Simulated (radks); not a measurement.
Q: The tungsten ion W26+, 48 electrons, occupied as [Kr] 4d10 4f2 (the NIST ground configuration). Calculated with a radial shooting solver on a logarithmic mesh with Libxc functionals: Dirac Kohn-Sham, BLYP, spin-unpolarised, spherical densities, finite nucleus; open shells fill j = l - 1/2 first; Fermi nuclear charge, rms radius 5.3658 fm.

Spin-orbit splittings of the eigenvalues, e(l+1/2) - e(l-1/2), with zeta = 2 splitting/(2l+1) and mean radii in bohr:

shell  occ.  splitting (eV)  zeta (eV)  <r> j=l-1/2  <r> j=l+1/2
2p        6            1352      901.4      0.06367      0.07163
3p        6           294.0      196.0       0.1901       0.2046
3d       10           63.79      25.52       0.1791       0.1836
4p        6           78.99      52.66       0.4287       0.4545
4d       10           15.99      6.394       0.4528       0.4604
4f        2               ?          ?       0.4434       0.4466
5p        0           26.93      17.96       0.8201       0.8574

Estimate the 4f splitting.

A: 3.941 eV (zeta = 1.126 eV).
